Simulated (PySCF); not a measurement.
## How the method changes the constants of ZrF⁺

State: ³Δ (triplet), unpaired electrons σ ↑, δ ↑. Set-up: PySCF, scalar-relativistic core potentials, basis sets Zr def2-TZVPPD with ECP28, F def2-TZVPPD. De refers to Zr⁺ (4d2 5s1) + F in their high-spin ground configurations, without counterpoise correction. The functionals are run spin-unrestricted. A positive dipole points towards F; it is taken about the centre of mass and depends on that origin.

```
      Level  Re (Å)  ωe (cm⁻¹)  De (eV)  μ (D)  CPU s a point (SCF and correlation, without the integrals)
        UHF   1.833        740      n/a  -5.54                                                        0.98
    UHF-MP2   1.817        770      n/a    n/a                                                         1.6
UHF-SCS-MP2   1.824        757      n/a    n/a                                                         n/a
   UHF-CCSD   1.824        756     5.87    n/a                                                         n/a
UHF-CCSD(T)   1.825        755     6.12    n/a                                                          61
        PBE   1.825        741      n/a  -4.19                                                        0.63
     PBEsol   1.811        762      n/a  -4.09                                                        0.42
     r²SCAN   1.821        754      n/a  -4.47                                                        0.78
      M06-L   1.838        719      n/a  -5.00                                                        0.82
    r²SCANh   1.818        758      n/a  -4.59                                                         1.3
       PBE0   1.815        757      n/a  -4.59                                                         1.7
    r²SCAN0   1.815        762      n/a  -4.77                                                         1.4
  BHandHLYP   1.822        753      n/a  -5.03                                                         1.1
    LC-ωPBE   1.823        743      n/a  -4.97                                                         1.5
```

The bond length runs from 1.811 Å (PBEsol) to 1.838 Å (M06-L).

Correlated steps freeze 1 core orbital. De is left out where the level can put another filling of the metal’s s and d shells below the measured ground configuration, by anything from nothing to about 1 eV. These are scalar-relativistic numbers at best; spin–orbit coupling would shift them, the dissociation energy most. For an ion De counts to the pair picked by the measured ionisation energies or electron affinities, which need not be the lowest pair at this level. With d or f electrons several states lie close, and the lowest PBE0 determinant need not be the measured ground state.

The whole job (state search and all levels along the bond) took about 6.1 min on 2 threads of AMD EPYC 9R45 96-Core (shared host), peak memory 4.7 GiB.
